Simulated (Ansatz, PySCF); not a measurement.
Reaction 2 R1 + 0.5 R2 → P1 + P2, each structure at its B3LYP-D3(BJ)/def2-TZVP stationary point, reached from a drawn start (curvature not checked).
P1: Cl2 (SMILES ClCl), charge 0, multiplicity 1.
P2: H2O (SMILES O), charge 0, multiplicity 1.
R1, HCl (SMILES Cl) (charge 0, multiplicity 1):
```xyz
2

Cl     0.00000     0.00000     0.64101
H      0.00000     0.00000    -0.64101
```
R2, O2 (SMILES O=O) (charge 0, multiplicity 3, Z-matrix in Å and degrees):
```
O
O 1 1.2043
```

| level | reaction energy (kJ/mol) | minus CCSD(T)/cc-pV(Q+d)Z |
|---|---|---|
| HF/cc-pV(D+d)Z | 16.5 | 80.6 |
| HF/cc-pV(T+d)Z | -10.3 | 53.8 |
| SVWN5/def2-TZVPP | -83.5 | -19.4 |
| PBE/def2-TZVPP | -58.6 | 5.5 |
| PBE-D3(BJ)/def2-TZVPP | -60.2 | 3.9 |
| PBE-D4/def2-TZVPP | -60.5 | 3.6 |
| BLYP/def2-TZVPP | -54.5 | 9.6 |
| BLYP-D3(BJ)/def2-TZVPP | -58.4 | 5.7 |
| BLYP-D4/def2-TZVPP | -58.9 | 5.2 |
| revPBE/def2-TZVPP | -47.9 | 16.2 |
| revPBE-D3(BJ)/def2-TZVPP | -51.8 | 12.3 |
| revPBE-D4/def2-TZVPP | -53.0 | 11.1 |
| r2SCAN-D3(BJ)/def2-TZVPP | -46.3 | 17.8 |
| r2SCAN-D4/def2-TZVPP | -46.3 | 17.8 |
| B97M-V/def2-TZVPP | -49.5 | 14.6 |
| B3LYP/def2-TZVPP | -56.0 | 8.1 |
| B3LYP-D3(BJ)/def2-TZVPP | -59.4 | 4.7 |
| B3LYP-D4/def2-TZVPP | -59.4 | 4.7 |
| PBE0-D3(BJ)/def2-TZVPP | -57.5 | 6.6 |
| PBE0-D4/def2-TZVPP | -57.6 | 6.5 |
| BHLYP-D3(BJ)/def2-TZVPP | -55.2 | 8.9 |
| BHLYP-D4/def2-TZVPP | -55.1 | 9.0 |
| M06-2X/def2-TZVPP | -70.9 | -6.8 |
| CAM-B3LYP-D3(BJ)/def2-TZVPP | -55.4 | 8.7 |
| CAM-B3LYP-D4/def2-TZVPP | -55.5 | 8.6 |
| wB97X-V/def2-TZVPP | -49.8 | 14.2 |
| wB97M-V/def2-TZVPP | -63.8 | 0.2 |
| B2PLYP/def2-TZVPP | -54.2 | 9.9 |
| B2PLYP-D3(BJ)/def2-TZVPP | -55.9 | 8.2 |
| MP2/cc-pV(D+d)Z | -5.7 | 58.4 |
| MP2/cc-pV(T+d)Z | -57.2 | 6.9 |
| SCS-MP2/cc-pV(D+d)Z | -18.8 | 45.3 |
| SCS-MP2/cc-pV(T+d)Z | -67.8 | -3.7 |
| SCS-MP2/cc-pV(Q+d)Z | -81.4 | -17.3 |
| CCSD/cc-pV(D+d)Z | -6.8 | 57.2 |
| CCSD/cc-pV(T+d)Z | -50.0 | 14.1 |
| CCSD/cc-pV(Q+d)Z | -60.4 | 3.7 |
| CCSD(T)/cc-pV(D+d)Z | -7.0 | 57.1 |
| CCSD(T)/cc-pV(T+d)Z | -52.6 | 11.5 |
| CCSD(T)/cc-pV(Q+d)Z | -64.1 | 0.0 |

 The comparison column counts from a level with limits of its own.

P less R. No zero-point or thermal terms; singlets are restricted closed shells; open shells are unrestricted; no spin–orbit coupling.

Correlated levels freeze the cores.

Programs: Ansatz (a program for electronic structure); PySCF for M06-2X and the D3/D4 terms. Each number belongs to the level named beside it.
